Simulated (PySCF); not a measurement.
# Ionisation energy of As⁺ by level of theory

As⁺ [Ar] 3d10 4s2 4p2 (3P) → As²⁺ [Ar] 3d10 4s2 4p1 (2P), as a difference of total energies. Computed with PySCF 2.14 in aug-cc-pVTZ-DK (7s6p4d2f, 59 functions), with scalar relativity by spin-free X2C-1e. Correlated levels: valence: [Ar] 3d10 frozen. The calculations carry no spin-orbit coupling.

```
           method  ionisation energy (eV)
              UHF                  17.979
    MP2 (valence)                  18.354
SCS-MP2 (valence)                  18.279
   CCSD (valence)                  18.384
CCSD(T) (valence)                  18.410
```

How much does correlation contribute at CCSD(T) (valence)?

18.410 − (17.979) = 0.431 eV, measured against UHF.

The reference lies between the lowest fine-structure levels, while these numbers refer to the centres of the terms.

Errors of the correlated levels include the incompleteness of this basis and the frozen core.

For comparison: 18.589 eV (measured; NIST Atomic Spectra Database, ionization energies).
